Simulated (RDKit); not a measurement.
Input file for RDKit: UFF on CH3ClO2 (a complex).

```python
from rdkit import Chem
from rdkit.Chem import AllChem, rdDetermineBonds

blocks = [
'''2

Cl   -0.27068733    0.32754095   -0.09807415
H     0.58689984    0.05791804    0.85843757
''',
'''5

O     1.12679605   -0.20599541    2.58091528
C     0.23637730   -0.07718064    3.38703659
O    -1.02757544    0.22407504    3.11447779
H     0.37877713   -0.19888074    4.46641078
H    -1.14454484    0.33084237    2.14873161
''',
]
mol = None
for b in blocks:
    f = Chem.MolFromXYZBlock(b)
    rdDetermineBonds.DetermineBonds(f, charge=0)
    mol = f if mol is None else Chem.CombineMols(mol, f)
Chem.SanitizeMol(mol)
print(Chem.MolToSmiles(Chem.RemoveHs(mol)))
ff = AllChem.UFFGetMoleculeForceField(mol, vdwThresh=100.0, ignoreInterfragInteractions=False)
e = ff.CalcEnergy()
print(f'UFF energy {e:.6f} kcal/mol')
```

Output:

```
Cl.O=CO
UFF energy 56.393291 kcal/mol
```

The run finished.

Cost: about 0.04 core-seconds (a rough figure).
